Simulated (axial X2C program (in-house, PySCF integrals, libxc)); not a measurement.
**Low determinants of TaO at the PBE0 level, 2c**

Computed with an in-house all-electron X2C program for linear molecules (integrals from PySCF). Two-component (2c) means X2C with spin–orbit coupling and atomic mean-field two-electron Coulomb and Gaunt terms. Basis: Ta dyall-cv3z [13s14p9d7f4g], O dyall-av3z [7s6p3d2f] (cores contracted in-house); Gaussian nuclei, density fitting, unrestricted open shells. Masses: Ta 180.948 u, O 15.995 u.

Search at 1.679 Å (vertical energies from the lowest determinant):

```csv
ΔE (eV),state,electrons beyond evenly filled partner blocks,"electrons in ±ω = 1/2, 3/2, 5/2, 7/2"
0.00,Ω = 3/2,ω = 3/2,48 23 8 2
0.30,Ω = 3/2,"ω = 1/2, ω = -3/2, ω = 5/2",47 23 9 2
0.47,Ω = 5/2,ω = 5/2,48 22 9 2
1.23,Ω = 1/2,ω = 1/2,47 24 8 2
1.44,Ω = 1/2,"ω = -1/2, ω = -3/2, ω = 5/2",47 23 9 2
1.63,Ω = 9/2,"ω = 1/2, ω = 3/2, ω = 5/2",47 23 9 2
1.68,Ω = 7/2,"ω = -1/2, ω = 3/2, ω = 5/2",47 23 9 2
```

Lowest determinant, Ω = 3/2 (⟨Sz⟩ = -0.49, ⟨Lz⟩ = 1.99 at PBE0): Re = 1.675 Å, ωe = 1073.6 cm⁻¹.

The determinant in row 2 of the search, Ω = 3/2 (⟨Sz⟩ = 1.50, ⟨Lz⟩ = 0.00 at PBE0), was followed along the bond at PBE0; measured from the minimum of the lowest determinant it gives:

Te = 0.301 eV (2426 cm⁻¹), Re = 1.691 Å, ωe = 1023.8 cm⁻¹.

**Question.** Compare the bond of the determinant in row 2 with that of the lowest one.

**Answer.** At PBE0 its Re is 0.016 Å longer and its force constant, which goes as ωe², is 0.91 times that of the lowest determinant. T0 ≈ Te + Δωe/2 = 2426 + (-25) = 2401 cm⁻¹.

The search compares states at one distance, so a state with another bond length can lie lower; it is not exhaustive and yields mostly the lowest determinant of each block pattern, so other components and higher states of one pattern are missing. These are energies of single determinants, not of spin-adapted states; PBE0 term energies can be off by some tenths of an eV, and the functional has no current term. The lowest determinant need not be the ground state where others lie within half an eV.
